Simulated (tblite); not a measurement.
Species: C6H9P.
Cartesian coordinates in Å at the GFN2-xTB level; atoms count from 1:
```xyz
16
C6H9P angstrom
C      2.6331   -0.2280   -0.4072
C      1.6686   -0.1778    0.5055
C      0.2507   -0.0909    0.2249
C     -0.6957   -0.1212    1.1662
C     -2.1163   -0.0675    0.7072
P     -2.0551    0.5082   -1.0689
C     -0.2650   -0.0014   -1.1884
H      2.4284   -0.2107   -1.4641
H      3.6701   -0.2936   -0.1263
H      1.9232   -0.2049    1.5578
H     -0.4837   -0.2152    2.2202
H     -2.5736   -1.0634    0.7530
H     -2.7363    0.5996    1.3105
H     -1.7502    1.8365   -0.7246
H      0.2866    0.7172   -1.7973
H     -0.1925   -0.9780   -1.6799
```

Computed with GFN2-xTB (tblite): harmonic, unscaled wavenumbers at the GFN2-xTB geometry, gas phase. Against measured fundamentals such values can be off by several per cent, at times by over 20. Modes of hydrogen on phosphorus can be 10 to 20 % off. One conformer, not necessarily the lowest.

Harmonic wavenumbers (cm⁻¹): 103.0, 124.8, 209.3, 235.2, 391.2, 412.7, 484.4, 571.9, 645.4, 703.8, 732.3, 744.2, 775.3, 793.0, 872.4, 884.0, 930.0, 946.2, 1004.1, 1008.3, 1030.5, 1084.5, 1096.2, 1168.2, 1197.9, 1216.2, 1294.9, 1305.3, 1412.6, 1434.1, 1438.7, 1664.2, 1666.6, 2223.5, 2902.9, 2920.7, 2960.2, 2970.9, 3049.9, 3083.5, 3110.7, 3133.9.

A = 4977, B = 1456, C = 1164 MHz; mass 112.044 u (most abundant isotopes); point group C1, symmetry number 1.

Q: Zero-point energy?

A: Half the sum of the wavenumbers: 27969 cm⁻¹ = 79.97 kcal/mol.

Q: What is S at 273.15 K and 1 bar for an ideal gas of classical rigid rotors and harmonic oscillators?

A: Translation 39.65, rotation 27.77, vibration 14.40: S = 81.8 cal/(mol K).

Q: And Cp and H(273.15 K) − H(0)?

A: Cp = 27.90 cal/(mol K), of which vibrations give 19.95 (their classical limit is 42 R = 83.5); H(273.15 K) − H(0) = 4.51 kcal/mol without the zero-point energy, 2.34 from vibrations.

Q: How do the functions run with temperature in this model?

A: 
```
 T (K)  S (cal/(mol K))  Cp (cal/(mol K))  H − H(0) (kcal/mol)  G − H(0) (kcal/mol)  ln q(vib)
   150             68.8              17.0                 1.78                -8.55       1.14
   250             79.5              25.7                 3.89               -15.97       2.57
298.15             84.4              30.3                 5.24               -19.91       3.33
   400             94.6              39.5                 8.81               -29.03       5.07
   600            113.4              53.2                18.18               -49.86       8.75
   900            137.6              65.9                36.22               -87.63      14.30
```

q(vib) and H(0) count from the zero-point level.

Q: What must be added to the electronic energy to get the Gibbs energy at 273.15 K and 1 bar?

A: ZPE + [H(273.15 K) − H(0)] − T·S = 79.97 + 4.51 − 22.35 = 62.13 kcal/mol.

Q: Which modes carry the vibrational entropy at 273.15 K?

A: 103.0 cm⁻¹: 3.23; 124.8 cm⁻¹: 2.86; 209.3 cm⁻¹: 1.89; 235.2 cm⁻¹: 1.68; 391.2 cm⁻¹: 0.87; 412.7 cm⁻¹: 0.79 cal/(mol K); the other 36 give 3.08 together.

Q: Blend soft modes into free rotors: weight 1/[1 + (100 cm⁻¹/ν̃)⁴] for the oscillator and the rest for a rotor with moment μB/(μ + B), μ = h/(8π²ν), B = 10⁻⁴⁴ kg m². What vibrational entropy results?

A: 14.10 cal/(mol K) in place of 14.40, which changes −T·S at 273.15 K by +0.08 kcal/mol.

Hindered rotation and anharmonicity are outside this model. Other conformers, if any are populated, would add a mixing term that is left out. The structure is chiral; the term R ln 2 for an equal mix with its mirror image is left out.

Time: 0.49 s wall. Hardware: one thread of an Arm Neoverse V1, no GPU (shared host). The figure is for the frequency step alone.
